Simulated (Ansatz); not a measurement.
Ansatz (an electronic-structure program) input for Ta(O)(OH)3 (H3O4Ta), SMILES [OH][Ta]([OH])(=[O])[OH], multiplicity 1, CAM-B3LYP/def2-TZVPD. Coordinates come from a B3LYP-D3(BJ)/def2-SVP optimisation. The spin state was assumed, not searched. The def2 effective core potentials stand for the cores of Ta; spin–orbit coupling is left out. One conformer was computed; it need not be the lowest.

Ansatz 0.2 input:
```yaml
crystal:
  periodic: [false, false, false]
  atoms:
    - {symbol: Ta, position_ang: [-0.00000000, 0.00000000, -0.01102304]}
    - {symbol: O, position_ang: [-0.00000000, -0.00000001, -1.74613501]}
    - {symbol: O, position_ang: [1.57561159, 0.90967977, 0.59684835]}
    - {symbol: H, position_ang: [2.31478279, 1.33644045, 0.14980044]}
    - {symbol: O, position_ang: [0.00000000, -1.81935955, 0.59684836]}
    - {symbol: H, position_ang: [0.00000000, -2.67288094, 0.14980045]}
    - {symbol: O, position_ang: [-1.57561158, 0.90967978, 0.59684835]}
    - {symbol: H, position_ang: [-2.31478278, 1.33644047, 0.14980043]}
basis:
  gaussian:
    orbitals: def2-TZVPD
hamiltonian:
  xc: {name: CAM-B3LYP}
```

Output:

```
WARN ansatz: RAYON_NUM_THREADS=2 ignored (pool sized by the plan → 2); use --threads N
Functional definition: CAM-B3LYP
integrals: 0.20 GiB planned
1288 factors; their error is unknown
integrals: 0.23 GiB planned
430 factors; integrals over basis functions are off by at most 2.3e-5 eV
mean field: 1.73 GiB planned
mean field evaluation 1: about -9774.3082 eV, gradient 1.1e2 eV
mean field evaluation 2: about -9691.2274 eV, gradient 2.4e2 eV
mean field evaluation 4: about -9794.7880 eV, gradient 2.1e1 eV
mean field evaluation 8: about -9795.4933 eV, gradient 1.3e-1 eV
mean field evaluation 16: about -9795.5168 eV, gradient 1.4e-4 eV
mean field -9795.51683640 eV, -359.9786040980 hartree, gradient 1.6e-5 eV, S^2 0.000000; 0 other end points of the search recorded, 0 dependent functions left out
reference -9795.51698595 eV, -359.9786095938 hartree; 24, 24 occupied and 206, 206 virtual orbitals, 1288 factors
Total energy: -9795.51698595 eV, -359.9786095938 hartree
```

The run converged.
